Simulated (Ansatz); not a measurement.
A structure relaxed at PBE0-D4/def2-TZVP, charge 0, multiplicity 1:

```xyz
12

C     0.302    1.522   -0.946
C    -0.030    0.357   -0.386
C    -0.983   -0.596   -1.037
Ga    0.781   -0.065    1.334
O     0.280   -1.648    2.012
H    -0.107    1.834   -1.907
H     0.992    2.217   -0.476
H    -0.510   -1.568   -1.211
H    -1.844   -0.793   -0.393
H    -1.347   -0.212   -1.995
H     1.790    0.815    2.147
H     0.676   -1.862    2.858
```

**Question.** Give its formula and SMILES.

**Answer.** C3H7GaO, `C=[C](C)[GaH][OH]`.

**Question.** Point group (tolerance 0.08 Å, 0.16 Å for H)?

**Answer.** Cs.

**Question.** Summarise the bond lengths by kind.

**Answer.** 2 × C–C 1.334 to 1.497 Å; 5 × C–H 1.086 to 1.094 Å; 1 × C–Ga 1.948 Å; 1 × Ga–O 1.794 Å; 1 × Ga–H 1.566 Å; 1 × H–O 0.959 Å.

All numbers were calculated with Ansatz.
